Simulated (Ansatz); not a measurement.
Born–Oppenheimer molecular dynamics of C2H7NOSi (12 atoms, charge 0, multiplicity 1). It starts from a relaxed structure.

Method: Ansatz, RKS LDA/STO-3G.

| Item | Value |
| --- | --- |
| ensemble | NVT, Langevin thermostat |
| time step | 0.5 fs |
| steps asked | 500 |
| set temperature | 200 K |
| friction | 0.001 /fs |
| seed | 105208 |

Frames 5 fs apart, positions in Å, forces in eV/Å.

Velocities at 10.0 fs (Å/ps):

```
C -1.08 -1.71 2.53
N -3.16 2.05 3.95
Si 2.47 -0.56 -1.52
C -1.39 -0.21 -0.79
O 1.35 -2.29 -0.98
H 11.64 -17.21 -12.29
H 0.02 14.56 1.93
H -6.48 4.77 -1.15
H -7.12 -6.75 -3.62
H 0.55 -2.03 3.10
H -3.01 5.96 16.12
H 12.95 11.38 -16.40
```

```xyz
12
Properties=species:S:1:pos:R:3:forces:R:3 time_fs=10.0 energy_less_start_eV=0.132 T=94
C -1.457 0.005 0.760 0.92 -0.18 -0.87
N -0.270 0.547 -0.064 -0.54 -0.03 0.30
Si 1.447 0.330 0.492 -0.33 0.39 0.39
C 0.475 -0.512 -0.856 -0.06 -0.34 0.22
O 0.587 -0.377 -2.258 -0.06 0.81 -0.61
H -1.786 0.720 1.536 0.26 0.21 -0.04
H -1.224 -0.966 1.251 -0.03 0.09 0.03
H -2.310 -0.163 0.070 0.12 0.04 0.05
H 1.505 -0.349 1.754 0.20 -0.38 0.35
H 2.294 1.520 0.513 -0.25 -0.02 -0.21
H 0.251 -1.587 -0.686 -0.18 -0.05 0.25
H 0.585 0.662 -2.380 -0.05 -0.53 0.14
12
Properties=species:S:1:pos:R:3:forces:R:3 time_fs=15.0 energy_less_start_eV=0.148 T=85
C -1.452 -0.006 0.757 0.91 0.63 0.30
N -0.287 0.555 -0.044 0.47 -0.19 -0.41
Si 1.458 0.328 0.487 -1.10 -0.42 0.99
C 0.468 -0.511 -0.857 -0.18 0.25 0.37
O 0.593 -0.381 -2.267 -0.23 -1.17 0.01
H -1.736 0.732 1.545 0.09 -0.11 -0.37
H -1.219 -0.951 1.291 -0.09 -0.19 -0.20
H -2.314 -0.140 0.081 -0.07 -0.17 -0.02
H 1.499 -0.408 1.760 0.27 0.14 -0.37
H 2.271 1.522 0.507 0.01 0.26 -0.15
H 0.218 -1.570 -0.604 -0.03 0.08 -0.36
H 0.638 0.620 -2.425 -0.05 0.89 0.21
12
Properties=species:S:1:pos:R:3:forces:R:3 time_fs=20.0 energy_less_start_eV=0.143 T=83
C -1.433 -0.010 0.755 0.11 0.05 0.22
N -0.296 0.557 -0.031 1.28 -0.30 -0.92
Si 1.460 0.324 0.490 -1.06 0.21 0.29
C 0.460 -0.508 -0.853 -0.10 0.39 0.06
O 0.599 -0.394 -2.277 -0.20 1.05 0.28
H -1.679 0.753 1.513 -0.27 0.01 0.17
H -1.229 -0.967 1.298 0.00 0.12 -0.26
H -2.319 -0.150 0.093 0.27 -0.02 0.16
H 1.553 -0.445 1.717 0.25 0.03 0.09
H 2.233 1.567 0.468 -0.14 -0.22 -0.05
H 0.177 -1.549 -0.592 0.02 -0.18 -0.33
H 0.672 0.656 -2.408 -0.15 -1.13 0.28
12
Properties=species:S:1:pos:R:3:forces:R:3 time_fs=25.0 energy_less_start_eV=0.128 T=98
C -1.409 -0.011 0.758 -0.33 0.61 0.57
N -0.285 0.556 -0.034 0.80 -0.24 -0.55
Si 1.451 0.321 0.497 -0.83 -0.05 0.02
C 0.451 -0.498 -0.850 0.14 -0.83 -0.47
O 0.603 -0.403 -2.279 -0.41 -0.80 0.92
H -1.679 0.766 1.510 -0.02 -0.45 -0.03
H -1.238 -0.980 1.270 0.34 -0.03 0.14
H -2.294 -0.168 0.124 -0.18 0.10 -0.38
H 1.660 -0.470 1.694 0.08 0.08 0.13
H 2.167 1.575 0.420 0.18 0.05 0.01
H 0.148 -1.555 -0.653 0.11 0.12 0.12
H 0.685 0.596 -2.358 0.11 1.44 -0.48
12
Properties=species:S:1:pos:R:3:forces:R:3 time_fs=30.0 energy_less_start_eV=0.117 T=106
C -1.392 -0.007 0.768 -0.36 -0.42 -0.50
N -0.258 0.552 -0.046 -0.64 0.02 0.34
Si 1.435 0.318 0.504 0.26 -0.21 0.18
C 0.443 -0.502 -0.854 0.67 -0.71 -0.30
O 0.601 -0.410 -2.270 -0.14 1.81 -0.12
H -1.692 0.724 1.533 0.07 0.15 0.23
H -1.177 -0.991 1.265 0.01 0.40 -0.16
H -2.276 -0.164 0.102 0.31 0.04 0.18
H 1.781 -0.461 1.702 -0.27 0.29 -0.23
H 2.133 1.580 0.379 0.23 0.00 0.01
H 0.135 -1.555 -0.687 -0.02 -0.13 0.34
H 0.694 0.642 -2.390 -0.12 -1.24 0.03
12
Properties=species:S:1:pos:R:3:forces:R:3 time_fs=35.0 energy_less_start_eV=0.173 T=77
C -1.379 -0.005 0.773 0.44 0.64 0.07
N -0.241 0.549 -0.053 -1.29 0.31 0.48
Si 1.420 0.315 0.512 1.01 0.44 -0.59
C 0.449 -0.521 -0.863 0.62 -0.20 0.49
O 0.595 -0.404 -2.262 -0.36 -1.48 -0.40
H -1.688 0.693 1.591 0.28 -0.08 -0.49
H -1.104 -0.959 1.246 -0.17 -0.49 0.13
H -2.225 -0.151 0.097 -0.55 -0.22 -0.14
H 1.846 -0.399 1.689 -0.24 -0.20 0.37
H 2.145 1.568 0.341 0.08 -0.22 0.01
H 0.122 -1.568 -0.651 0.10 0.11 -0.07
H 0.686 0.580 -2.442 0.09 1.38 0.16
12
Properties=species:S:1:pos:R:3:forces:R:3 time_fs=40.0 energy_less_start_eV=0.149 T=96
C -1.358 0.002 0.772 -0.38 -1.19 -0.46
N -0.244 0.550 -0.049 -0.62 0.21 -0.27
Si 1.413 0.316 0.516 1.23 -0.13 -0.03
C 0.468 -0.544 -0.859 0.26 0.64 0.75
O 0.583 -0.407 -2.263 -0.05 0.70 -0.72
H -1.641 0.685 1.584 -0.06 0.36 0.10
H -1.077 -0.981 1.241 -0.38 0.30 -0.11
H -2.241 -0.177 0.100 0.37 0.14 0.53
H 1.857 -0.358 1.738 -0.43 0.00 -0.13
H 2.186 1.518 0.306 0.15 0.12 -0.08
H 0.127 -1.573 -0.628 0.04 -0.16 -0.16
H 0.677 0.631 -2.428 -0.12 -0.98 0.58
12
Properties=species:S:1:pos:R:3:forces:R:3 time_fs=45.0 energy_less_start_eV=0.112 T=126
C -1.341 -0.005 0.767 -0.52 0.28 1.21
N -0.258 0.555 -0.047 0.62 -0.17 -1.12
Si 1.417 0.318 0.518 0.98 0.20 -0.10
C 0.494 -0.557 -0.842 -0.43 0.01 -0.04
O 0.568 -0.408 -2.272 0.04 -0.05 0.83
H -1.599 0.730 1.571 0.04 -0.43 -0.27
H -1.117 -0.980 1.230 0.20 -0.27 0.38
H -2.232 -0.179 0.167 -0.66 0.12 -0.58
H 1.777 -0.332 1.772 -0.23 -0.07 -0.04
H 2.262 1.481 0.266 -0.15 -0.12 0.02
H 0.148 -1.595 -0.637 0.10 0.06 0.07
H 0.654 0.612 -2.305 0.01 0.44 -0.37
12
Properties=species:S:1:pos:R:3:forces:R:3 time_fs=50.0 energy_less_start_eV=0.126 T=118
C -1.338 -0.015 0.776 -1.27 -0.63 -0.01
N -0.264 0.559 -0.065 0.83 -0.64 -0.84
Si 1.430 0.322 0.521 0.14 -0.01 -0.27
C 0.513 -0.568 -0.827 -0.66 0.07 -0.54
O 0.553 -0.408 -2.270 0.32 0.68 1.31
H -1.572 0.723 1.550 -0.16 0.20 0.51
H -1.130 -1.004 1.276 0.06 0.51 -0.28
H -2.283 -0.146 0.168 0.79 0.04 0.32
H 1.646 -0.321 1.798 0.07 -0.09 0.13
H 2.315 1.429 0.226 0.01 0.15 0.09
H 0.189 -1.609 -0.623 -0.04 -0.05 0.14
H 0.629 0.630 -2.254 -0.10 -0.23 -0.56
12
Properties=species:S:1:pos:R:3:forces:R:3 time_fs=55.0 energy_less_start_eV=0.137 T=114
C -1.353 -0.029 0.787 0.87 1.89 0.72
N -0.257 0.556 -0.097 0.17 -0.68 0.25
Si 1.445 0.325 0.523 -0.27 -0.28 -0.10
C 0.518 -0.579 -0.823 -0.48 0.54 -0.13
O 0.544 -0.399 -2.250 0.39 -0.03 0.32
H -1.572 0.722 1.594 0.09 -0.40 -0.43
H -1.116 -0.972 1.293 0.10 -0.58 -0.03
H -2.247 -0.107 0.181 -0.81 -0.44 -0.48
H 1.538 -0.322 1.835 0.23 0.17 -0.26
H 2.366 1.401 0.204 -0.08 0.10 0.23
H 0.227 -1.625 -0.572 -0.09 0.13 -0.30
H 0.588 0.640 -2.320 -0.12 -0.43 0.20
12
Properties=species:S:1:pos:R:3:forces:R:3 time_fs=60.0 energy_less_start_eV=0.182 T=89
C -1.355 -0.020 0.804 0.34 -0.55 -1.54
N -0.246 0.541 -0.127 -0.56 -0.09 1.39
Si 1.458 0.326 0.524 -0.42 -0.01 -0.63
C 0.513 -0.579 -0.821 -0.15 0.37 0.15
O 0.541 -0.393 -2.225 0.45 -1.45 -0.65
H -1.568 0.691 1.604 -0.13 0.51 0.31
H -1.093 -1.005 1.283 -0.16 0.48 -0.37
H -2.280 -0.150 0.158 0.77 0.02 0.75
H 1.488 -0.294 1.827 0.27 -0.06 0.21
H 2.400 1.397 0.238 -0.20 0.05 0.21
H 0.241 -1.629 -0.576 -0.13 0.02 -0.27
H 0.530 0.617 -2.346 -0.11 0.71 0.43
12
Properties=species:S:1:pos:R:3:forces:R:3 time_fs=65.0 energy_less_start_eV=0.185 T=95
C -1.345 -0.010 0.802 1.15 0.75 0.03
N -0.242 0.522 -0.134 -0.62 0.74 1.62
Si 1.467 0.325 0.521 -0.61 -0.30 -0.08
C 0.503 -0.571 -0.814 0.03 -0.95 0.07
O 0.546 -0.400 -2.209 0.31 1.18 -1.14
H -1.571 0.720 1.627 0.26 -0.48 -0.62
H -1.083 -0.990 1.218 0.30 -0.30 0.57
H -2.246 -0.199 0.232 -0.92 0.22 -0.69
H 1.504 -0.272 1.847 0.13 -0.01 -0.08
H 2.392 1.416 0.317 -0.07 0.28 -0.02
H 0.219 -1.631 -0.630 0.01 0.01 0.23
H 0.444 0.654 -2.267 0.04 -1.13 0.10
```

Of the whole run (250 fs, mean temperature of the second half 125 K): The mean temperature of the second half is 37 % below the set value. A run of 0.25 ps of so small a system gives no equilibrium averages. Limits of this set-up: minimal basis.

The run took 14 min on 1 thread of Arm Neoverse V1, on a shared host, peak memory 0.089 GiB.
